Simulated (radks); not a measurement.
Neutral krypton, [Kr]. Method: non-relativistic Kohn-Sham, exchange-only LDA, spin-polarised, spherical densities, point nucleus; computed with a radial shooting solver on a logarithmic mesh with Libxc functionals. Every spin shell is full or empty, so the densities are truly spherical. Functionals are evaluated on that one density, not self-consistently. Rank these exchange functionals by their error against the exact value of the orbitals, and give that value: LDA, PBE, PBEsol, revPBE, RPBE, PW91, APBE, TPSS, revTPSS, SCAN, MS2, TASK.

Answer. Exact: -93.6237 hartree. From best to worst, with 100 (|E| - |E exact|)/|E exact| (equal figures are ties): PW91 +0.05, TPSS -0.08, RPBE -0.14, revPBE -0.20, SCAN +0.27, PBE -0.39, MS2 -0.41, APBE +0.45, revTPSS -0.78, TASK -2.40, PBEsol -2.49, LDA -5.50.
